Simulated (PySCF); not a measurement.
**Electron correlation in Sn⁻ (tin, charge -1)**

[Kr] 4d10 5s2 5p3, high-spin 4S determinant. Computed with PySCF 2.14 in aug-cc-pwCVTZ-DK3 (10s9p7d4f1g, 109 functions), with scalar relativity by spin-free X2C-1e. Frozen: [Kr] 4d10; 5 electrons correlated.

```csv
level,correlation energy (mhartree)
CCSD,-71.37
(T),-3.30
CCSD(T),-74.67
```

Diagnostics: T1 = 0.0072, D1 = 0.0185, largest double amplitude 0.042.

Task: Is a single reference adequate?

Result: Yes, within this model without spin-orbit coupling: T1 lies below 0.03 and no double amplitude reaches 0.07.
